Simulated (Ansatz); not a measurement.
Species: disilylmethane, CH8Si2, net charge 0, singlet state. 
Coordinates optimised at B3LYP-D3(BJ)/def2-TZVP (Ansatz, a quantum-chemistry and plane-wave program):
SMILES: [SiH3]C[SiH3]
```xyz
11

Si     1.4283     0.7034     0.0268
C      0.2217    -0.7262    -0.1266
Si    -1.5873    -0.2647     0.0686
H      2.8264     0.2399    -0.1468
H      1.1407     1.7279    -1.0056
H      1.3045     1.3351     1.3624
H      0.4742    -1.4799     0.6253
H      0.3593    -1.1975    -1.1045
H     -1.9776     0.7208    -0.9679
H     -1.8194     0.3398     1.4023
H     -2.4578    -1.4581    -0.0652
```
Charge 0, spin multiplicity 1.

Dipole moments at this geometry, in debye (magnitudes).

```
level                    program  dipole (D)
-----------------------  -------  ----------
BLYP/def2-TZVPD           Ansatz        0.86
HSE06/def2-TZVPD          Ansatz         [?]
CAM-B3LYP/def2-TZVPD      Ansatz        0.83
LC-wPBE/def2-TZVPD        Ansatz        0.85
CCSD(T)/aug-cc-pV(D+d)Z   Ansatz         [?]
```

What belongs in the gaps?


- HSE06/def2-TZVPD, dipole (D): 0.86
- CCSD(T)/aug-cc-pV(D+d)Z, dipole (D): 0.83
